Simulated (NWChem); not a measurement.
System: BNH3OF; SMILES OB(F)N

```xyz
7

B     -0.0066    -0.0205     0.0000
F      1.2501    -0.5382     0.0000
O     -1.0897    -0.8661     0.0000
H     -0.8022    -1.7950     0.0000
N     -0.1785     1.3790     0.0000
H     -1.0973     1.8157     0.0000
H      0.6069     2.0251     0.0000
```
Atoms are numbered in this order, from 1.

Program: NWChem. The geometry was optimised at PBE-D3(BJ)/def2-SVP. B3LYP is NWChem's, with the RPA form of VWN correlation. Vzz is the largest principal value of the second derivative of the potential at the nucleus (NWChem prints the opposite sign); η is the asymmetry. Non-relativistic.

For level Hartree-Fock/def2-TZVP:

```
Item           Result
-------------  ------
Vzz B1 (a.u.)   0.318
η B1             0.62
Vzz O3 (a.u.)   1.424
Vzz N5 (a.u.)  -0.828
```

Task: What are these values for level B3LYP/def2-TZVP?

Result: 
| Property | Value |
|---|---|
| Vzz B1 (a.u.) | 0.264 |
| η B1 | 0.76 |
| Vzz O3 (a.u.) | 1.358 |
| Vzz N5 (a.u.) | -0.804 |
